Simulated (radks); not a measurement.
Dipole-allowed excitations along the series with 10 electrons in [Ne]. Calculated with a radial shooting solver on a logarithmic mesh with Libxc functionals: scalar-relativistic Kohn-Sham, LDA (Slater exchange, VWN5 correlation), spin-polarised, spherical densities, finite nucleus; Fermi nuclear charge, rms radius of each element as measured or else 0.836 A^(1/3) + 0.57 fm. Time-dependent linear response with the Hartree and adiabatic LDA kernel, continuum included through the Sternheimer equations, no spin-orbit coupling, so fine structure and intercombination lines are absent. Lines are the poles of the dipole polarisability below minus the highest occupied eigenvalue, found on a grid refined at the orbital gaps; the lowest seven at most are given, and weak or close lines can be missed. The first line takes the name of the lowest orbital gap if no other gap lies below it; otherwise a line is named after a gap within 0.6 % of it, if that gap stands alone.

| species | -e(HOMO) (eV) | lowest orbital gap (eV) | first line (eV) | f | strongest line (eV) | its f | static alpha (bohr^3) |
|---|---|---|---|---|---|---|---|
| S6+ | 258.09 | 2p-3s 164.06 | 164.62 (2p-3s) | 0.204 | 197.64 (unassigned) | 1.37 | 0.07490 |
| Cl7+ | 323.17 | 2p-3s 202.30 | 202.95 (2p-3s) | 0.202 | 241.55 (unassigned) | 1.59 | 0.05270 |
| Ar8+ | 395.15 | 2p-3s 244.31 | 245.07 (2p-3s) | 0.200 | 289.28 (unassigned) | 1.78 | 0.03823 |
| K9+ | 474.00 | 2p-3s 290.11 | 290.98 (2p-3s) | 0.199 | 340.83 (unassigned) | 1.94 | 0.02845 |
| Ca10+ | 559.74 | 2p-3s 339.70 | 340.68 (2p-3s) | 0.197 | 396.22 (unassigned) | 2.09 | 0.02163 |
| Sc11+ | 652.37 | 2p-3s 393.08 | 394.17 (2p-3s) | 0.195 | 455.44 (unassigned) | 2.22 | 0.01675 |
